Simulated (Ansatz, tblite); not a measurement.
Cost and result up the ladder for Si₃₅H₄₂, a nanocrystal cut from hexagonal silicon (77 atoms). Charge 0, multiplicity 1. Geometry: r2SCAN-D4/def2-SVP.

```xyz
77

Si    0.590    2.554    4.007
Si   -1.429    1.813    3.016
Si   -1.170    3.836   -0.979
Si   -3.203    3.102   -1.940
Si    5.620    4.002    2.234
Si    4.460    2.584    3.705
Si    2.191    2.746    0.564
Si    2.432    1.855    2.728
Si    0.185    1.997   -0.431
Si   -0.989    0.603    1.051
Si   -3.235    0.758   -2.093
Si   -3.011   -0.129    0.071
Si   -5.267    0.036   -3.065
Si   -6.430   -1.354   -1.565
Si    5.806    0.747    4.281
Si    2.377   -0.494    2.602
Si    0.370   -1.232    1.600
Si   -0.798   -2.628    3.084
Si   -3.049   -2.475   -0.060
Si   -2.833   -3.343    2.111
Si   -5.081   -3.205   -1.027
Si    6.014    3.018    0.135
Si    4.032    2.076   -0.734
Si    0.640    0.780   -2.389
Si   -1.388    0.044   -3.367
Si   -4.835   -1.183   -5.028
Si    6.229   -0.673    2.455
Si    4.039   -0.275   -0.805
Si    4.222   -1.222    1.341
Si    2.034   -1.034   -1.829
Si    0.825   -2.432   -0.370
Si   -1.443   -2.302   -3.528
Si   -1.204   -3.161   -1.351
Si   -3.476   -3.028   -4.497
Si   -4.649   -4.410   -2.998
H     0.589    4.050    4.100
H     0.707    1.999    5.394
H    -2.299    2.987    2.686
H    -2.179    0.938    3.974
H    -1.442    4.640    0.256
H    -0.432    4.710   -1.948
H    -4.358    3.550   -1.097
H    -3.367    3.694   -3.307
H     4.788    5.226    1.994
H     6.913    4.432    2.857
H     4.144    3.353    4.956
H     2.160    4.244    0.669
H    -4.163    0.335    0.915
H    -6.106    1.239   -3.389
H    -6.780   -0.593   -0.323
H    -7.702   -1.828   -2.202
H     7.095    1.228    4.874
H     5.090   -0.068    5.314
H     2.464   -1.046    3.996
H    -1.066   -1.887    4.358
H     0.058   -3.815    3.410
H    -3.989   -2.872    2.941
H    -2.876   -4.840    2.059
H    -5.801   -4.082   -0.043
H     6.464    4.097   -0.805
H     7.107    2.000    0.222
H     3.847    2.570   -2.140
H     1.341    1.674   -3.369
H    -1.500    0.644   -4.739
H    -4.149   -0.311   -6.034
H    -6.126   -1.663   -5.619
H     7.217   -0.050    1.519
H     6.831   -1.942    2.981
H     5.202   -0.732   -1.637
H     4.155   -2.714    1.186
H     2.382   -1.797   -3.074
H     1.647   -3.640   -0.028
H    -0.296   -2.770   -4.377
H    -1.195   -4.662   -1.403
H    -3.162   -3.797   -5.748
H    -5.943   -4.841   -3.621
H    -3.844   -5.634   -2.687
```

Ansatz on 11 threads of AMD EPYC 7R13 on a shared host and a whole NVIDIA H100 80GB HBM3; xTB runs through tblite on one thread. Times are rough, summed over both states, and most runs start from the orbitals of an earlier one. PBE0-D4/def2-TZVP serves as the yardstick here, not as an exact answer. The other state is a doublet.

The xTB rows come from tblite. Single mean-field runs in def2-TZVP are fitted with def2-universal-jkfit. HOMO above LUMO, or a gap near zero within one spin, warns that the state may not be the lowest or that an electron is smeared out.

Raw xTB energies of ions are shifted by several eV.

| level | functions | wall time | vertical IE (eV) | difference from PBE0-D4/def2-TZVP (eV) | remarks |
| --- | --- | --- | --- | --- | --- |
| GFN1-xTB | 399 | 3.4 s | 12.20 | 4.59 | – |
| GFN2-xTB | 357 | 6.3 s | 9.70 | 2.10 | – |
| PBE-D4/def2-TZVP | 1547 | 33 s | 7.15 | -0.46 | gap within one spin near zero (+1 doublet) |
| revPBE-D4/def2-TZVP (with forces) | 1547 | 37 s | 7.21 | -0.39 | gap within one spin near zero (+1 doublet) |
| PBE0-D4/def2-TZVP (with forces) | 1547 | 70 s | 7.60 | 0.00 | – |
